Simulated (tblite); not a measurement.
C5H9OP.
SMILES with atom numbers: `[CH2:1]=[CH:2][C@H:3]1[CH2:4][P@@H:5](=[O:6])[CH2:7]1` (hydrogens: H8, H9 on C1; H10 on C2; H11 on C3; H12, H13 on C4; H14 on P5; H15, H16 on C7)

Geometry (GFN2-xTB, Å), atoms numbered from 1 in this order:
```xyz
16
C5H9OP angstrom
C      2.6619   -0.0929    0.3576
C      1.4726    0.3165   -0.0436
C      0.1794   -0.2320    0.4532
C     -0.7793    0.8231    1.0619
P     -2.2030   -0.0290    0.2628
O     -3.2870    0.6948   -0.3994
C     -0.7753   -0.7424   -0.6557
H      3.5719    0.3334   -0.0277
H      2.7759   -0.8739    1.0915
H      1.3832    1.1034   -0.7816
H      0.3664   -1.0260    1.1787
H     -0.6445    1.8018    0.5964
H     -0.7354    0.9359    2.1419
H     -2.6228   -1.0113    1.1585
H     -0.6419   -0.1857   -1.5857
H     -0.7297   -1.8067   -0.8705
```

Calculated harmonic vibrations of the isolated species, GFN2-xTB (tblite), most abundant isotopes, no scaling. Errors from tens to a few hundred cm⁻¹ against measured bands are possible. Modes of hydrogen on phosphorus can be 10 to 20 % off. One conformer, not necessarily the lowest.

Harmonic wavenumbers (cm⁻¹): 61.9, 66.1, 261.9, 276.8, 308.5, 334.1, 382.9, 531.7, 625.4, 656.2, 736.1, 753.5, 838.3, 843.1, 895.9, 900.8, 948.9, 983.2, 987.6, 1022.3, 1039.5, 1080.0, 1157.3, 1162.3, 1194.4, 1247.3, 1266.0, 1298.2, 1309.0, 1416.8, 1422.9, 1430.3, 1712.0, 2272.5, 2963.3, 2964.8, 2972.0, 3016.0, 3016.5, 3055.5, 3102.1, 3131.3.

A = 7259, B = 1134, C = 1084 MHz; mass 116.039 u (most abundant isotopes); point group Cs, symmetry number 1.

**Question.** Zero-point energy?

**Answer.** Half the sum of the wavenumbers: 27823 cm⁻¹ = 79.55 kcal/mol.

**Question.** Entropy at 400 K, 1 bar (ideal gas, RRHO, classical rotation)?

**Answer.** Translation 41.65, rotation 28.86, vibration 26.85: S = 97.4 cal/(mol K).

**Question.** And Cp and H(400 K) − H(0)?

**Answer.** Cp = 39.82 cal/(mol K), of which vibrations give 31.87 (their classical limit is 42 R = 83.5); H(400 K) − H(0) = 9.05 kcal/mol without the zero-point energy, 5.87 from vibrations.

**Question.** Blend soft modes into free rotors: weight 1/[1 + (100 cm⁻¹/ν̃)⁴] for the oscillator and the rest for a rotor with moment μB/(μ + B), μ = h/(8π²ν), B = 10⁻⁴⁴ kg m². What vibrational entropy results?

**Answer.** 24.60 cal/(mol K) in place of 26.85, which changes −T·S at 400 K by +0.90 kcal/mol.

**Question.** What must be added to the electronic energy to get the Gibbs energy at 400 K and 1 bar?

**Answer.** ZPE + [H(400 K) − H(0)] − T·S = 79.55 + 9.05 − 38.94 = 49.66 kcal/mol.

Hindered rotation and anharmonicity are outside this model. Other conformers, if any are populated, would add a mixing term that is left out.
